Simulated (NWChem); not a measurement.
Molecule: NH₂TeI; SMILES I[Te]N

```xyz
5

Te     0.3022     1.2173     0.0000
I     -0.0102    -1.5159     0.0000
N     -1.5665     1.9390     0.0000
H     -2.1047     1.7360     0.8388
H     -2.1047     1.7360    -0.8388
```
Atoms are numbered in this order, from 1.

Program: NWChem. Medium grid unless said otherwise, to which SCAN and Minnesota functionals are sensitive. Geometry: optimised at PBE0/def2-SVP. def2 effective core potentials on Te, I; no spin-orbit coupling. Total energies of different functionals are on different scales.

```json
[
 {"level": "B3LYP/def2-SVP", "energy (Ha)": "-621.8275", "highest occupied level (eV)": "-5.91", "orbital gap (eV)": "3.32", "dipole (D)": "1.80"},
 {"level": "PBE/def2-SVP", "energy (Ha)": "-621.5630", "highest occupied level (eV)": "-5.05", "orbital gap (eV)": "1.96", "dipole (D)": "1.95"},
 {"level": "RPBE/def2-SVP", "energy (Ha)": "-621.7667", "highest occupied level (eV)": "-5.01", "orbital gap (eV)": "2.00", "dipole (D)": "1.92"},
 {"level": "MN15-L/def2-SVP", "energy (Ha)": "-619.6816", "highest occupied level (eV)": "-5.28", "orbital gap (eV)": "2.43", "dipole (D)": "1.74"},
 {"level": "TPSS/def2-SVP", "energy (Ha)": "-621.4432", "highest occupied level (eV)": "-5.19", "orbital gap (eV)": "2.10", "dipole (D)": "1.98"},
 {"level": "OLYP/def2-SVP", "energy (Ha)": "-622.1769", "highest occupied level (eV)": "-4.87", "orbital gap (eV)": "2.01", "dipole (D)": "1.85"},
 {"level": "PW91/def2-SVP", "energy (Ha)": "-621.8204", "highest occupied level (eV)": "-5.09", "orbital gap (eV)": "1.95", "dipole (D)": "1.93"}
]
```
